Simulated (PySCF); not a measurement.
Species: C9H13N.
Numbering: `[CH3:1]/[N:2]=[CH:3]/[C@@H:4]1[CH2:5][C@@H:6]2[CH:7]=[CH:8][C@H:9]1[CH2:10]2`

NICS is the negative of the GIAO shielding at a point without a nucleus: at the ring centre (0) and 1 Å above and below it (1); zz is the component along the ring normal. Level: GIAO PBE0/pcSseg-1 (PySCF, non-relativistic, gas phase) on the GFN2-xTB geometry, one conformer.

Ring bond lengths (Å), with Mayer bond orders in brackets: C4–C5 1.543 (0.98), C5–C6 1.548 (0.98), C6–C10 1.532 (0.97), C10–C9 1.532 (0.97), C9–C4 1.561 (0.95); C6–C7 1.507 (0.98), C7–C8 1.327 (1.83), C8–C9 1.505 (0.98), C9–C10 1.532 (0.97), C10–C6 1.532 (0.97).

Q: Give the NICS values of each ring in ppm.

A: 
```
           ring                                                    type  NICS(0)  NICS(1), two faces  NICS(1)zz, two faces  rms pucker (Å)  centre to ring atoms, mean (Å)
C4–C5–C6–C10–C9          5-membered carbocycle; formal bonds all single     -8.5         -4.7 / -8.4          -5.4 / -15.1            0.28                            1.26
C6–C7–C8–C9–C10  5-membered carbocycle; formal bonds 1 double, 4 single     -6.4         -8.6 / -6.2          -11.6 / -7.8            0.25                            1.22
```

Q: What do they say, and how far can they be read as aromaticity?

A: 
- C4–C5–C6–C10–C9: mean NICS(1)zz -10.2 ppm, shielded. C4, C5, C6, C9, C10 have four or more neighbours, so the value isn't read as a sign of a π ring current. The two faces differ by 9.7 ppm, so no symmetry operation interchanges them.
- C6–C7–C8–C9–C10: mean NICS(1)zz -9.7 ppm, shielded. C6, C9, C10 have four or more neighbours, and the NICS criterion for π rings isn't applied. The two faces differ by 3.8 ppm, so no symmetry operation interchanges them.

Q: Give the inner angles of the rings and the Hirshfeld charges of the ring atoms.

A: 
- C4–C5–C6–C10–C9: C4 102.2° (-0.031 e), C5 103.3° (-0.070 e), C6 100.8° (-0.028 e), C10 93.4° (-0.071 e), C9 100.1° (-0.026 e); sum 499.9° against 540° for a flat convex ring.
- C6–C7–C8–C9–C10: C6 100.4° (-0.028 e), C7 107.4° (-0.050 e), C8 107.5° (-0.052 e), C9 100.4° (-0.026 e), C10 93.4° (-0.071 e); sum 509.1° against 540° for a flat convex ring.

The run took 45 s wall on an Arm Neoverse V2 with one thread (shared host), and the process peaked at 1.1 GiB of memory. This is the whole shielding run at PBE0/pcSseg-1, SCF included.
